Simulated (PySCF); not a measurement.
C5H12Si.
Cartesian coordinates in Å at the PBE0-D3(BJ)/def2-SVP level; atoms count from 1:
```
atom  x, y, z in Å
C1    -2.3372   -0.3480    0.0333
C2    -1.0719   -0.9295   -0.5799
C3    -0.0355    0.1818   -0.9331
Si4    0.8548   -0.2384    0.6889
C5     2.7198   -0.4462    0.6862
C6    -0.2536   -1.7602    0.4568
H7    -2.8621    0.3031   -0.6834
H8    -2.1090    0.2581    0.9263
H9    -3.0307   -1.1455    0.3428
H10   -1.3567   -1.5298   -1.4617
H11   -0.4567    1.1796   -1.1247
H12    0.5819   -0.1022   -1.8010
H13    0.4583    0.6323    1.8428
H14    3.0396   -1.0871   -0.1499
H15    3.0690   -0.9066    1.6239
H16    3.2218    0.5287    0.5816
H17   -0.8347   -2.1938    1.2839
H18    0.3050   -2.5754   -0.0320
```

The calculation used core-valence-separated Tamm–Dancoff BHandHLYP/aug-pcX-1 (pcseg-1 on H, def2-SVPD on Si) in PySCF, non-relativistic, gas phase, PBE0-D3(BJ)/def2-SVP geometry. The energies are unshifted.

The lowest roots of each edge with f over 0.003 (five at most, numbered afresh; weaker and dark ones are left out), with transition dipoles (au) in the frame of the coordinates:

```tsv
root	edge	E (eV)	f	μx	μy	μz
1	C	284.98	0.0093	-0.0063	0.0303	-0.0194
2	C	284.99	0.0096	0.0358	0.0012	-0.0093
3	C	285.02	0.0038	0.0233	-0.0015	0.0013
4	C	285.27	0.0102	0.0354	-0.0107	-0.0093
5	C	285.38	0.0085	-0.0108	0.0133	0.0305
```

Question: Molecules are fixed in this frame and the field points along y. What effective strengths 3 f cos²θ do the roots have (θ between field and μ)?

Answer: root 1 (C3/C6): 0.019, root 2 (C3/C6): 0.000, root 3 (C5): 0.000, root 4 (C1): 0.002, root 5 (C3/C6): 0.004. Root 1 is the strongest. Averaged over all orientations cos²θ is 1/3, which gives f back. For degenerate partners only the sum has meaning, as the program may mix them freely.

Time: 28 s wall; peak memory 0.98 GiB. Hardware: one thread of an Arm Neoverse V1, no GPU, on a shared host.

One conformer stands for the species.
